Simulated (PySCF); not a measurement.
Species: C₄H₄N₂SSi.
Bonds: C1–C2 (triple), C2–C3, C3–S4 (aromatic), S4–N5 (aromatic), N5–N6 (aromatic), N6–C7 (aromatic), C7–Si8, C3–C7 (aromatic). Hydrogens: H9 on C1; H10, H11, H12 on Si8.

NICS is the negative of the GIAO shielding at a point without a nucleus: at the ring centre (0) and 1 Å above and below it (1); zz is the component along the ring normal. Level: GIAO PBE0/pcSseg-1 (PySCF, non-relativistic, gas phase) on the GFN2-xTB geometry, one conformer.

Ring bond lengths (Å), with Mayer bond orders in brackets: C3–S4 1.728 (1.25), S4–N5 1.660 (1.12), N5–N6 1.255 (1.54), N6–C7 1.342 (1.26), C7–C3 1.389 (1.37).

Task: Give the NICS values of each ring in ppm.

Result: 
```tsv
ring	type	NICS(0)	NICS(1), two faces	NICS(1)zz, two faces	rms pucker (Å)	centre to ring atoms, mean (Å)
C3–S4–N5–N6–C7	5-membered ring with 2 N and S; formal bonds all aromatic	-12.6	-13.3 / -13.3	-31.6 / -31.6	0.00	1.25
```

Task: What do they say, and how far can they be read as aromaticity?

Result: 
- C3–S4–N5–N6–C7: mean NICS(1)zz -31.6 ppm, shielded. For a flat ring without four-coordinate atoms the NICS criterion counts such a value as aromatic.

Task: Give the inner angles of the rings and the Hirshfeld charges of the ring atoms.

Result: 
- C3–S4–N5–N6–C7: C3 108.1° (-0.023 e), S4 90.6° (+0.194 e), N5 113.7° (-0.115 e), N6 116.1° (-0.094 e), C7 111.5° (-0.063 e); sum 540.0° against 540° for a flat convex ring.
